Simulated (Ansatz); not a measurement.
Mulliken charges of C2H3ClFGeN (`[CH3][Ge]([F])([Cl])[C]#N`) from B3LYP/def2-TZVPP in Ansatz (PBE0-D4/def2-TZVP geometry).

```
atom   x (Å)   y (Å)   z (Å)  charge (e)
  C1   1.053  -0.861  -0.156      -0.362
 Ge2  -0.657  -0.027   0.082       0.791
  F3  -1.387  -0.561   1.549      -0.354
 Cl4  -2.031  -0.452  -1.479      -0.255
  C5  -0.563   1.883   0.252      -0.226
  N6  -0.445   3.025   0.334       0.007
  H7   0.918  -1.941  -0.212       0.130
  H8   1.692  -0.613   0.691       0.135
  H9   1.508  -0.501  -1.078       0.133
```

**Question.** By hand: the dipole of these point charges (1 e Å = 4.8032 D).

**Answer.** Σ q r = (0.780, -0.202, -0.182) e Å, of length 0.826 e Å = 3.97 D.

**Question.** How does the dipole of the full density compare? (An estimate is asked.)

**Answer.** The calculation gave: (0.515, -0.631, -0.227) e Å, 4.06 D; the point charges give 0.98 times that, at 35° from its direction.

Point charges leave out the atoms' own dipoles, such as those of lone pairs, and Mulliken's split depends on the basis, so the two needn't agree.

B3LYP here is the variant with VWN-RPA as its local correlation; programs differ in this.
